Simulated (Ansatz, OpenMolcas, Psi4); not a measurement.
Computed against measured: atomisation enthalpy at 298 K

6 molecules with two or more fluorines; the atomisation enthalpy at 298 K in kJ/mol, computed less measured. Shapes, held fixed at every level: PBE0-D4/def2-TZVP. Thermal terms are harmonic and unscaled (PBE0-D4/def2-TZVP); the spin-orbit lowering of the free atoms is taken from their spectra. Programs: Ansatz 0.2.0, OpenMolcas 26.06, Psi4 1.11. A level may come from different programs for different species; with the same settings they agree closely. Measured values: Active Thermochemical Tables, NIST-JANAF tables.

Levels: A = HF/STO-3G; B = HF/def2-TZVPP; C = r2SCAN/aug-cc-pVDZ; D = PBE0/aug-cc-pVDZ.

```tsv
molecule	from tabulated heats	A	B	C	D
BBrF2 (SMILES FB(F)Br)	1661	-329	-410	-27	-51
BClF2 (SMILES FB(F)Cl)	1736	-372	-410	-26	-51
BF3 (boron trifluoride)	1944	-515	-455	-53	-81
CF4 (SMILES FC(F)(F)F)	1968	-885	-686	-19	-35
CH2F2 (difluoromethane)	1763	-466	-537	-23	-30
CHBrF2 (bromodifluoromethane)	1630	-517	-577	-7	-20
```

(1) Which level does best on this set, which worst, and which err to one side?

## Answers

(1) 
```json
{"level": "HF/STO-3G", "kind": "Hartree–Fock", "mean error": "-514.0", "mean absolute error": "514.0", "worst case": "CF4"}
{"level": "HF/def2-TZVPP", "kind": "Hartree–Fock", "mean error": "-512.5", "mean absolute error": "512.5", "worst case": "CF4"}
{"level": "r2SCAN/aug-cc-pVDZ", "kind": "meta-GGA", "mean error": "-25.8", "mean absolute error": "25.8", "worst case": "BF3"}
{"level": "PBE0/aug-cc-pVDZ", "kind": "global hybrid", "mean error": "-44.7", "mean absolute error": "44.7", "worst case": "BF3"}
```

On this set r2SCAN/aug-cc-pVDZ has the smallest mean absolute error and HF/STO-3G the largest. Without CF4 the largest would be that of HF/def2-TZVPP. HF/STO-3G is too low in 6 of 6; HF/def2-TZVPP is too low in 6 of 6; r2SCAN/aug-cc-pVDZ is too low in 6 of 6; PBE0/aug-cc-pVDZ is too low in 6 of 6. The tabulated values of BBrF2, BClF2, BF3 are in doubt (older tables, estimates, or at odds with other calculations) and kept here. Over the 3 molecules whose values aren't doubted the mean absolute errors are A 622.7; B 600.0; C 16.3; D 28.3. The largest two are near a tie. Hartree–Fock lacks correlation and underbinds. Rows in very small basis sets show the basis more than the method. Relativity is left out for Br. The set is small.
